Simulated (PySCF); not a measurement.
C₆H₅Cl, SMILES Clc1ccccc1.

Geometry optimised at PBE0-D3(BJ)/def2-SVP.

Level of theory: PBE/def2-TZVP (PySCF).

Symmetry labels are those of the subgroup C2v that the program uses (full group C2v).

Computed valence orbital energies around the gap with their symmetry:
```tsv
orbital	symmetry	energy (eV)
HOMO−7	B2	-10.55
HOMO−6	B1	-9.84
HOMO−5	A1	-8.80
HOMO−4	B2	-8.69
HOMO−3	B1	-8.22
HOMO−2	B2	-7.46
HOMO−1	A2	-6.64
HOMO	B1	-6.10
LUMO	A2	-1.49
LUMO+1	B1	-1.44
LUMO+2	A1	-0.25
LUMO+3	A1	1.04
```
